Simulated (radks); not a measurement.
These are the eigenvalues of the occupied orbitals of an atom or ion with whole-number occupations (hartree). Method: Dirac Kohn-Sham, relativistic LDA (MacDonald-Vosko exchange, VWN5 correlation), spin-unpolarised, spherical densities, finite nucleus; Fermi nuclear charge, rms radius of each element as measured or else 0.836 A^(1/3) + 0.57 fm; computed with a radial shooting solver on a logarithmic mesh with Libxc functionals.

orbital  eigenvalue
1s1/2     -1830.863

Which element is it, and in what charge state? The configuration may be excited. Open shells, if any, fill j = l - 1/2 first.

Answer. Z = 60, neodymium, charge +58: Nd58+ in [He]. The 1s level, -1830.9 hartree, gives Z - s = 60.5 by -(Z - s)^2/2, which with screening and relativity narrows Z to a few neighbours, and the depths must fix Z and the occupations together.
